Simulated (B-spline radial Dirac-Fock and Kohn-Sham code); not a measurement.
# Pm⁴⁺: non-radiative channels of the L3 vacancy

System: Pm⁴⁺ in the configuration 1s2 2s2 2p6 3s2 3p6 3d10 4s2 4p6 4d10 4f3 5s2 5p6.

These are calculated numbers from a B-spline atomic structure program; the model is independent-particle rates on relativistic LDA orbitals of the hole state (multipoles up to L = 3, Coulomb Auger matrix elements, transition energies from Dirac-Fock). Kinetic energies are configuration averages from the vacuum level; the two-hole energies are estimated from single-hole states.

```tsv
transition	kinetic energy (eV)	width (meV)	share (%)
L3-M1M3	3332.0	87.8	2.9
L3-M2M3	3504.5	149	5.0
L3-M3M3	3617.8	200	6.7
L3-M2M5	3831.6	91.4	3.1
L3-M3M4	3923.0	215	7.2
L3-M3M5	3950.3	318	10.6
L3-M4M5	4249.3	625	20.9
L3-M5M5	4274.6	415	13.9
L3-M5N4	5209.0	101	3.4
L3-M5N5	5214.3	126	4.2
```

The listed channels hold 78 % of the non-radiative rate. Summed by principal shells, of 2.99 eV in all: LMM 72.5 %, LMN 23.7 %, LNN 1.9 %, LMO 1.6 %, LNO 0.3 %.
